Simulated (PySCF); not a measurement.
Al(OH)(OMe)(SiH3) (CH7AlO2Si), SMILES C[O][Al]([SiH3])[OH]. Atoms are numbered in the order given.

```xyz
12

Al     0.2465    -0.1074     0.2024
O      1.5100    -0.7008     1.1812
H      2.0834    -1.4589     1.0415
O     -0.2036    -0.8341    -1.2636
C      0.0927    -1.8891    -2.1252
H      0.3730    -1.5107    -3.1254
H      0.9278    -2.5207    -1.7627
H     -0.7869    -2.5458    -2.2566
Si    -0.9428     1.8660     0.9621
H     -1.5420     1.6450     2.3148
H     -2.0468     2.2386     0.0266
H     -0.0201     3.0384     1.0716
```

Geometry optimised at B3LYP-D3(BJ)/def2-SVP. The values are those of a single conformer.

Two levels are set side by side: PBE/pcSseg-1 (PySCF) and KT2/pcSseg-1 (PySCF). GIAO shifts against H2O (¹⁷O), TMS (²⁹Si), TMS (¹H), TMS (¹³C) at the same level; non-relativistic, no solvent, atoms listed together averaged. Differences are taken from unrounded values.

```json
[
 {"quantity": "δ(¹⁷O) of O2 (ppm)", "KT2": "58.3", "PBE": "60.6", "PBE minus KT2": "2.3"},
 {"quantity": "δ(¹H) of H3 (ppm)", "KT2": "2.70", "PBE": "2.67", "PBE minus KT2": "-0.02"},
 {"quantity": "δ(¹⁷O) of O4 (ppm)", "KT2": "61.5", "PBE": "65.2", "PBE minus KT2": "3.7"},
 {"quantity": "δ(¹³C) of C5 (ppm)", "KT2": "58.0", "PBE": "58.5", "PBE minus KT2": "0.5"},
 {"quantity": "δ(²⁹Si) of Si9 (ppm)", "KT2": "-136.9", "PBE": "-142.7", "PBE minus KT2": "-5.8"}
]
```

Rough cost on one machine, each run with all the roots and properties that it gave: KT2 against PBE within a factor of 2.
